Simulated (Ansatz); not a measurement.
Program: Ansatz 0.2.0.

A structure relaxed at PBE0-D4/def2-TZVP, charge 0, multiplicity 1:

```xyz
12

B     1.358   -1.533    0.094
C     0.076   -0.890   -0.380
C    -0.424    0.316    0.079
B    -1.386    1.043   -0.892
N     0.007    0.925    1.198
H     1.722   -2.588   -0.337
H     2.061   -0.989    0.908
H    -0.500   -1.335   -1.186
H    -1.316    2.233   -1.019
H    -2.152    0.410   -1.549
H    -0.203    1.894    1.356
H     0.757    0.514    1.730
```

**Question.** Give its formula and SMILES.

**Answer.** C2H7B2N, `B/C=C(/B)N`.

**Question.** Summarise the bond lengths by kind.

**Answer.** 2 × B–C 1.510 to 1.548 Å; 4 × B–H 1.191 to 1.205 Å; 1 × C–C 1.384 Å; 1 × C–H 1.086 Å; 1 × C–N 1.345 Å; 2 × H–N 1.004 to 1.008 Å.
